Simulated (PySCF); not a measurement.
Vertical excitations of a molecule C2H7ClSi2 from TDDFT-PBE/def2-SVPD (PySCF 2.14.0), as energy in eV (oscillator strength): 5.03 (0.134), 5.52 (0.004), 5.55 (0.001), 5.99 (0.025), 6.25 (0.021), 6.30 (0.009), 6.41 (0.002), 6.46 (0.013), 6.51 (0.029), 6.51 (0.076). Lowest triplet (TDA): 4.01 eV. Geometry: TPSSh-D3(BJ)/def2-SVP. Other conformers were not sampled.

Problem. Which molecule gave these data?
A. C=C[Si@H]([SiH3])Cl
B. Cl[SiH]1C[SiH2]C1
C. C=C[SiH2][SiH2]Cl
D. Cl[Si@@H]1CC[SiH2]1

Solution. C, C=C[SiH2][SiH2]Cl
